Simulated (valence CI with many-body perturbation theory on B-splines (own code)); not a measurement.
**E1 line list for Sb⁴⁵⁺**

Method: configuration interaction combined with many-body perturbation theory (CI+MBPT): four valence electrons over a frozen Dirac-Fock core [He], radial functions for each j: 11 s, 11 p, 10 d, 8 f, 5 g, 2 h, with the one-electron correlation potential Σ1 (screened to all orders), the two-electron term Σ2, the three-electron term Σ3, Breit, model QED; selected single and double excitations, second order for the rest, scaled by the run's own slope (own B-spline code, finite nucleus).

The last digits are not significant, and no measured levels were compared; by estimate large intervals hold to a few tenths of a per cent, small ones and those within an open d or f shell to about a per cent. Among the levels kept, up to 840 cm⁻¹ of a level comes from second order outside the variational space, and about a tenth of that is noise between levels of different J, which matters for small intervals.

Lines 201 to 250 of 546 in falling wavelength, among levels below 44519 × 10³ cm⁻¹, chosen from the strongest by gf and those to the six lowest levels. Wavelengths and rates use the calculated energies. Electric multipoles are in the length gauge with retardation, E1 and E2 with the static RPA response of the core. Weak lines are less certain than strong ones. Lines between different terms over intervals too small for the method are left out, as are lines whose strength nearly cancels. The highest levels of a list are the least certain.

Levels are named by their leading jj configuration (3d3/2^4 stands for four electrons in 3d with j = 3/2), which in mixed levels can hold well under half, so a name can repeat and another be missing. Letters in brackets count levels of one name in rising energy.

```tsv
λ vac (Å)	Upper	Lower	A (s⁻¹)	S (a.u.)
26.14	(2s 2p3/2^2 3s) J=1 [b]	(2s^2 2p3/2 3s) J=1	7.34e+11	1.94e-02
26.13	(2s 2p1/2 2p3/2 3p3/2) J=1 [d]	(2s^2 2p1/2 3p3/2) J=2	3.97e+11	1.05e-02
26.12	(2p1/2^2 2p3/2 3d5/2) J=3	(2s 2p1/2^2 3d5/2) J=2	1.18e+11	7.29e-03
26.12	(2p1/2 2p3/2^2 3s) J=1 [b]	(2s 2p1/2 2p3/2 3s) J=2 [c]	5.10e+11	1.35e-02
26.12	(2p1/2 2p3/2^2 3s) J=2 [b]	(2s 2p1/2 2p3/2 3s) J=2 [b]	2.30e+11	1.01e-02
26.12	(2s 2p3/2^2 3d5/2) J=3 [c]	(2s^2 2p3/2 3d5/2) J=2	1.58e+11	9.73e-03
26.11	(2s 2p3/2^2 3p3/2) J=2 [c]	(2s^2 2p3/2 3p3/2) J=2	3.05e+11	1.34e-02
26.09	(2s 2p3/2^2 3d3/2) J=1 [c]	(2s^2 2p3/2 3d3/2) J=0	2.80e+11	7.36e-03
26.09	(2s 2p3/2^2 3s) J=1 [a]	(2s^2 2p3/2 3s) J=2	4.58e+11	1.20e-02
26.09	(2p1/2^2 2p3/2 3d3/2) J=3	(2s 2p1/2^2 3d3/2) J=2	1.68e+11	1.03e-02
26.07	(2p1/2 2p3/2^2 3p3/2) J=2 [c]	(2s 2p1/2 2p3/2 3p3/2) J=3 [c]	3.53e+11	1.54e-02
26.05	(2s 2p1/2 2p3/2 3p3/2) J=1 [c]	(2s^2 2p1/2 3p3/2) J=1	3.02e+11	7.91e-03
26.02	(2s 2p3/2^2 3d5/2) J=4 [b]	(2s^2 2p3/2 3d5/2) J=4	5.66e+11	4.43e-02
26.02	(2s 2p3/2^2 3p1/2) J=2 [b]	(2s 2p1/2^2 3d3/2) J=2	3.23e+11	1.40e-02
25.97	(2s 2p3/2^2 3p1/2) J=1 [b]	(2s^2 2p3/2 3p1/2) J=1	4.10e+11	1.06e-02
25.95	(2p1/2^2 2p3/2 3p1/2) J=2	(2s 2p1/2^2 3p1/2) J=1	2.87e+11	1.24e-02
25.94	(2p1/2 2p3/2^2 3p3/2) J=1 [c]	(2s 2p1/2 2p3/2 3p3/2) J=2 [c]	3.94e+11	1.02e-02
25.94	(2s 2p3/2^2 3d3/2) J=3 [b]	(2s 2p1/2 2p3/2 3p1/2) J=3	3.90e+11	2.35e-02
25.92	(2s 2p3/2^2 3p3/2) J=3 [b]	(2s^2 2p3/2 3p3/2) J=3	5.25e+11	3.16e-02
25.89	(2s 2p3/2^2 3p1/2) J=2 [b]	(2s^2 2p3/2 3p1/2) J=2	3.61e+11	1.55e-02
25.88	(2s 2p3/2^2 3d5/2) J=3 [b]	(2s^2 2p3/2 3d5/2) J=4	5.65e+11	3.38e-02
25.84	(2p1/2^2 2p3/2 3s) J=2	(2s 2p1/2^2 3s) J=1	3.25e+11	1.38e-02
25.84	(2p1/2 2p3/2^2 3d5/2) J=3	(2s 2p1/2 2p3/2 3d5/2) J=2 [a]	1.26e+11	7.50e-03
25.83	(2s 2p1/2 2p3/2^2) J=0	(2s^2 2p1/2 2p3/2) J=1	4.56e+11	3.87e-03
25.79	(2p1/2 2p3/2^2 3p1/2) J=3	(2s^2 2p3/2 3d3/2) J=3	3.18e+11	1.89e-02
25.76	(2s 2p3/2^2 3s) J=2 [b]	(2s^2 2p3/2 3s) J=2	7.06e+11	2.98e-02
25.74	(2s 2p3/2^2 3d5/2) J=2 [c]	(2s^2 2p3/2 3d5/2) J=3	6.64e+11	2.79e-02
25.73	(2p1/2^2 2p3/2 3d5/2) J=1	(2s 2p1/2^2 3d5/2) J=2	3.15e+11	7.95e-03
25.72	(2s 2p3/2^2 3d3/2) J=2 [b]	(2s^2 2p3/2 3d3/2) J=2	3.05e+11	1.28e-02
25.71	(2s 2p3/2^2 3d5/2) J=1 [b]	(2s^2 2p3/2 3d5/2) J=2	5.07e+11	1.28e-02
25.70	(2p1/2 2p3/2^2 3d5/2) J=4	(2s 2p1/2 2p3/2 3d3/2) J=4	1.70e+11	1.28e-02
25.63	(2p1/2 2p3/2^2 3p3/2) J=4	(2s 2p1/2 2p3/2 3p3/2) J=4	2.93e+11	2.19e-02
25.62	(2s 2p1/2^2 2p3/2) J=1	(2s^2 2p1/2^2) J=0	5.27e+11	1.31e-02
25.52	(2p1/2 2p3/2^2 3p1/2) J=2 [b]	(2s 2p1/2 2p3/2 3p1/2) J=2 [b]	3.18e+11	1.30e-02
25.49	(2s 2p3/2^2 3p3/2) J=2 [b]	(2s^2 2p3/2 3p3/2) J=3	2.66e+11	1.09e-02
25.41	(2p1/2 2p3/2^2 3s) J=3	(2s 2p1/2 2p3/2 3s) J=3	3.56e+11	2.02e-02
25.36	(2s 2p1/2 2p3/2^2) J=2 [b]	(2s^2 2p1/2 2p3/2) J=2	7.88e+11	3.17e-02
25.36	(2p1/2^2 2p3/2 3d5/2) J=3	(2s 2p1/2^2 3d5/2) J=3	1.82e+11	1.02e-02
25.22	(2p1/2 2p3/2^2 3p1/2) J=2 [a]	(2s 2p1/2 2p3/2 3p1/2) J=2 [a]	2.88e+11	1.14e-02
25.17	(2s 2p1/2 2p3/2^2) J=1 [b]	(2s^2 2p1/2 2p3/2) J=2	6.72e+11	1.59e-02
25.15	(2p1/2 2p3/2^2 3d3/2) J=3	(2s 2p1/2 2p3/2 3d3/2) J=3 [a]	2.20e+11	1.21e-02
25.13	(2p1/2 2p3/2^2 3p3/2) J=3 [a]	(2s 2p1/2 2p3/2 3p3/2) J=3 [a]	3.10e+11	1.70e-02
25.12	(2s 2p1/2 2p3/2^2) J=1 [a]	(2s^2 2p1/2 2p3/2) J=1	7.96e+11	1.87e-02
25.09	(2p1/2 2p3/2^2 3d3/2) J=4	(2s 2p1/2 2p3/2 3d5/2) J=4 [a]	1.82e+11	1.27e-02
25.06	(2p1/2 2p3/2^2 3p1/2) J=1 [a]	(2s 2p1/2 2p3/2 3p1/2) J=1 [a]	3.07e+11	7.16e-03
24.78	(2p1/2 2p3/2^2 3s) J=2 [a]	(2s 2p1/2 2p3/2 3s) J=2 [a]	2.36e+11	8.86e-03
24.70	(2p1/2^2 2p3/2^2) J=0	(2s 2p1/2^2 2p3/2) J=1	9.03e+11	6.72e-03
24.61	(2s 2p1/2 2p3/2^2) J=2 [b]	(2s^2 2p1/2 2p3/2) J=1	4.38e+10	1.61e-03
24.39	(2s 2p3/2^3) J=1	(2s^2 2p3/2^2) J=2	9.10e+11	1.95e-02
23.92	(2p1/2^2 2p3/2^2) J=2	(2s 2p1/2^2 2p3/2) J=2	3.85e+11	1.30e-02
```
